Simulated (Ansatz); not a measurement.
```xyz
6

C    -0.0229    0.0238   -0.7029
C     0.0451   -0.0141    0.6490
H     0.0071   -0.9752   -1.2178
H    -0.0247    0.8992   -1.2697
H     0.0182   -0.9572    1.2018
H     0.0414    0.9100    1.2587
```

Basis set: cc-pVDZ (spherical functions). Frozen core: 2 orbitals. Charge 0, multiplicity 1.

Computed with Ansatz (development build ahead of 0.2.0); each method stands on the lowest determinant of its kind that the runs found. Restricted open shells among the atoms or ions are ROHF, correlated in semicanonical orbitals with singles.

Q: Give the atomization energy at this shape (free ground-state atoms in the same class of orbitals less the molecule, no zero-point energy) of singlet C₂H₄ by RHF-MP2, RHF.

A:

```
 method  atomization energy
RHF-MP2            22.82 eV
    RHF            18.31 eV
```
